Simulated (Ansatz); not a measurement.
GeH2Me(OMe) (C2H8GeO). The state is a singlet with charge 0. Geometry PBE-D4/def2-SVP.

```xyz
12

C     1.406   -1.279   -1.084
C    -0.910    1.699    1.016
Ge   -0.218   -0.716   -0.162
O     0.096    0.999    0.318
H    -0.496   -1.549    1.128
H    -1.477   -0.749   -1.084
H     1.321   -2.335   -1.408
H     2.275   -1.179   -0.406
H     1.573   -0.643   -1.975
H    -1.861    1.793    0.435
H    -0.544    2.727    1.223
H    -1.166    1.231    1.999
```

Task: Estimate the orbital energies around the gap (eV) in Ansatz with PBE-D4/def2-SVP, r2SCAN-D4/def2-TZVP, B97M-V/def2-TZVP, PBE0-D4/def2-SVP, r2SCAN0-D4/def2-TZVP.

Result: 
```
orbital  PBE-D4/def2-SVP  r2SCAN-D4/def2-TZVP  B97M-V/def2-TZVP  PBE0-D4/def2-SVP  r2SCAN0-D4/def2-TZVP
 HOMO−9           -13.05               -13.63            -13.65            -14.86                -15.24
 HOMO−8           -10.62               -11.09            -11.16            -12.22                -12.54
 HOMO−7           -10.43               -10.96            -11.05            -12.19                -12.52
 HOMO−6           -10.30               -10.82            -10.90            -12.00                -12.34
 HOMO−5            -9.88               -10.37            -10.47            -11.46                -11.77
 HOMO−4            -9.59               -10.07            -10.19            -11.14                -11.46
 HOMO−3            -7.99                -8.43             -8.49             -9.40                 -9.67
 HOMO−2            -7.70                -8.05             -8.14             -9.03                 -9.23
 HOMO−1            -6.67                -7.19             -7.34             -8.22                 -8.58
   HOMO            -5.82                -6.34             -6.51             -7.44                 -7.81
   LUMO             0.05                 0.14             -0.03              0.93                  0.87
 LUMO+1             0.84                 0.86              0.47              1.73                  1.55
 LUMO+2             1.00                 0.96              0.57              2.01                  1.64
 LUMO+3             1.76                 2.08              1.47              2.65                  2.71
 LUMO+4             1.95                 2.13              1.86              2.86                  2.82
 LUMO+5             2.53                 2.54              2.10              3.48                  3.18
```
